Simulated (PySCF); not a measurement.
## SiCl4: core ionisation energies

Compound: SiCl4.
Atom-mapped SMILES: `[Cl:1][Si:2]([Cl:3])([Cl:4])[Cl:5]`

Theory: delta-SCF UKS SCAN, pcX-2 on the ionised atom, pcseg-1 elsewhere, spin-free X2C in PySCF. Binding energies are ΔSCF values: E(core-ionised, relaxed orbitals) − E(ground state) at a fixed geometry, referred to the vacuum level.

What binding energy does each computed site have?

```csv
atom(s),bonded to,level,binding energy (eV),2p1/2 (eV),count
Si2,4 Cl,Si 2p3/2,110.45,111.07,1
Cl1/Cl3/Cl4/Cl5,Si,Cl 2p3/2,207.02,208.67,4
Si2,4 Cl,Si 1s,1850.68,–,1
Cl1/Cl3/Cl4/Cl5,Si,Cl 1s,2829.59,–,4
```

Which effective nuclear charge Zeff reproduces each element's mean 1s value in the hydrogen-like formula E = 13.606 eV × Zeff²?

Si (Z = 14): mean 1850.7 eV, Zeff = 11.66, Z − Zeff = 2.34; Cl (Z = 17): mean 2829.6 eV, Zeff = 14.42, Z − Zeff = 2.58. Means run over the listed sites, weighted by atom count.

Which photon energy gives electrons from Si 2p3/2 of Si2 a kinetic energy of 150 eV, and what is their de Broglie wavelength?

hν = 110.45 + 150 = 260.45 eV, recoil neglected; λ = 12.264 Å/√(E/eV) = 1.00 Å.

Atoms equivalent by their bonding share one computed value, that of the first of them. The 2p values add to the ΔSCF energy of one spin-free hole a correction within the shell (spin–orbit coupling, ligand field). 2p1/2 minus 2p3/2 (ligand field included): Cl 1.65 eV, Si 0.62 eV. Isolated species at its PBE0-D3(BJ)/def2-SVP geometry, gas phase.
